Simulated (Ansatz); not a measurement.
Molecule (SMILES): O=BF.
Geometry (B3LYP-D3(BJ)/def2-TZVP, fixed):
```
B
O 1 1.2071
F 1 1.2860 2 180.00
```

Basis-set convergence of the dipole moment at PBE with Ansatz (a program for electronic structure). Dipoles come from the density behind the forces; the sign is taken along the dipole that this method gives in the largest set. All functions are spherical. The program fits the integrals of some runs and decomposes those of others, by size. No added dispersion term, no relativity. Reference: the value in aug-pcseg-3, 2.073 D. Deviations are taken from unrounded values.

```json
[
 {"basis": "3-21G", "functions": "27", "dipole moment (D)": "1.657", "minus reference (D)": "-0.416"},
 {"basis": "cc-pVDZ", "functions": "42", "dipole moment (D)": "1.830", "minus reference (D)": "-0.242"},
 {"basis": "pcseg-1", "functions": "42", "dipole moment (D)": "1.932", "minus reference (D)": "-0.141"},
 {"basis": "6-311G**", "functions": "54", "dipole moment (D)": "1.919", "minus reference (D)": "-0.153"},
 {"basis": "def2-SVPD", "functions": "66", "dipole moment (D)": "2.056", "minus reference (D)": "-0.017"},
 {"basis": "cc-pVTZ", "functions": "90", "dipole moment (D)": "2.006", "minus reference (D)": "-0.067"},
 {"basis": "pcseg-2", "functions": "90", "dipole moment (D)": "2.051", "minus reference (D)": "-0.022"},
 {"basis": "def2-TZVPP", "functions": "93", "dipole moment (D)": "2.044", "minus reference (D)": "-0.029"},
 {"basis": "jun-cc-pV(T+d)Z", "functions": "117", "dipole moment (D)": "2.072", "minus reference (D)": "0.000"},
 {"basis": "aug-pcseg-2", "functions": "138", "dipole moment (D)": "2.072", "minus reference (D)": "-0.001"},
 {"basis": "cc-pVQZ", "functions": "165", "dipole moment (D)": "2.052", "minus reference (D)": "-0.021"},
 {"basis": "pcseg-3", "functions": "180", "dipole moment (D)": "2.072", "minus reference (D)": "0.000"},
 {"basis": "aug-cc-pVQZ", "functions": "240", "dipole moment (D)": "2.072", "minus reference (D)": "0.000"}
]
```

The smallest set listed that lies within 0.05 D of the reference with all its larger relatives (same family, alike in diffuse functions; a set with none counts only in the reference's own line) is def2-SVPD (66 functions, -0.017 D off). Inside, with no larger relative to test it: cc-pVQZ. (Relatives not listed, tested too: def2-TZVPD 0.000, def2-TZVPPD 0.000, aug-cc-pVTZ 0.000, def2-QZVP -0.008, def2-QZVPP -0.008, def2-QZVPPD 0.000, aug-pcseg-3 0.000 D.)
